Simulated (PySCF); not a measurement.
A structure optimised at B3LYP-D3(BJ)/def2-SVP, used in a PySCF frequency run:

```
Hf
O 1 1.9250
H 2 0.9573 1 174.94
O 1 1.9250 2 111.84 3 0.00
H 4 0.9573 1 174.94 2 0.00
F 1 1.9277 2 109.14 3 120.86
F 1 1.9277 2 109.14 3 -120.86
```

Write its SMILES, formula and point group.

[OH][Hf]([OH])([F])[F], F2H2HfO2, C2v

What are its rotational constants (standard atomic weights)?

2.7536, 2.7461, 2.7286 GHz
